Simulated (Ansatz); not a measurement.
**Which isomer of GeH6OSi gives these data?**

These gas-phase data were calculated for one isomer of GeH6OSi at B3LYP/6-31G* (harmonic, unscaled wavenumbers; equilibrium rotational constants with average atomic masses):

- rotational constants: 26.82, 2.076, 2.022 GHz
- all wavenumbers above 1500 cm⁻¹: 2266, 2227, 2223, 2153, 2120, 2111
- dipole moment: 1.30 D (PBE0/def2-TZVPD)

Candidates:

(1) `O[SiH2][GeH3]`, a singlet
(2) `[SiH3][O][GeH3]`, a singlet

Task: Which structure fits?

Result: Candidate (2). No mode falls between 3300 and 4000 cm⁻¹, where the O–H stretch of (1) would stand.

The same quantities for all candidates:

```
     rotational constants (GHz)         wavenumbers above 1500 cm⁻¹  dipole (D)  E above the lowest, B3LYP/6-31G* (kcal/mol)
(1)         14.93, 2.161, 1.984  3804, 2271, 2210, 2111, 2101, 2087        1.09                                          6.4
(2)         26.82, 2.076, 2.022  2266, 2227, 2223, 2153, 2120, 2111        1.30                                          0.0
```

Harmonic stretches to hydrogen usually lie a few per cent above observed fundamentals. Each candidate is one conformer. Programs: Ansatz 0.2.0.
